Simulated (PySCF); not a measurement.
C₄H₉BSSi₂, SMILES c1ccsc1[SiH2][SiH2]B, GFN2-xTB optimised geometry. Atoms within 1.6 Å of the plane z = 0.6 Å (x, y, z in Å): B1 (1.56, -2.61, -0.04), Si2 (-0.35, -2.93, -0.14), Si3 (-1.62, -0.98, 0.00), C4 (-0.44, 0.49, 0.00), C5 (0.92, 0.49, 0.00), C6 (1.50, 1.77, 0.00), C7 (0.56, 2.75, 0.00), S8 (-1.04, 2.12, 0.00), H10 (2.12, -2.56, 0.99), H11 (-0.89, -3.82, 0.91), H14 (-2.43, -0.85, 1.23), H15 (1.50, -0.43, 0.00), H16 (2.56, 1.96, 0.00), H17 (0.70, 3.82, 0.00).

Calculation: CAM-B3LYP/def2-SVP in PySCF.

Map of the log10 of the electron density (e/bohr³), floored at −4 on the plane z = 0.6 Å:

```
|                               |
|                               |
|               ..:.            |
|              .-==-:           |
|            .:-=+*+-:          |
|         .:---=*##*+-.         |
|        .-=+++*#%%#+-:.        |
|        -=+*###%@@%*==-:.      |
|       .-+#%%%%%@@%#*++=:      |
|       :=*#@@@@@@@@%%#*+-.     |
|       :=*%@@@@%%@@@@%#+-.     |
|       :=+#%@@%##%@@%%#+-.     |
|       .-=*#%@%%#%@%%#+=:      |
|      .:-=+*%@@@@@@%#+=-.      |
|     .:-=+*#%@@@@@@%*=-.       |
|     .-=**##%@@%%%@%*=-.       |
|     :=*#%%%%%%###%%*+-.       |
|    .:=*%@@@%##*+*##*=-.       |
|     :=*#%@@%#*++++*+=-:       |
|     :-+*#%%%##*++****+-.      |
|     .:=+*##%%#####%%%*=:      |
|      .:=+*##%###%%@@@#+-.     |
|       .-=+*#%%%%%%@@@#+-.     |
|        :-+#%@%%%##%%#*=:      |
|        .-+#@@@%#****+=-.      |
|        .-+#%@%#*++==-:.       |
|         :=*###*+=-::..        |
|         .-=+++=-::.           |
|          .:----:.             |
|            ....               |
|                               |
```
Scale: ten equal steps from -4.00 (start of ' ') to -0.712 (end of '@'), in the order ' .:-=+*#%@'; x runs from -6.00 to 6.00, y from -6.00 (bottom) to 6.00 (top).
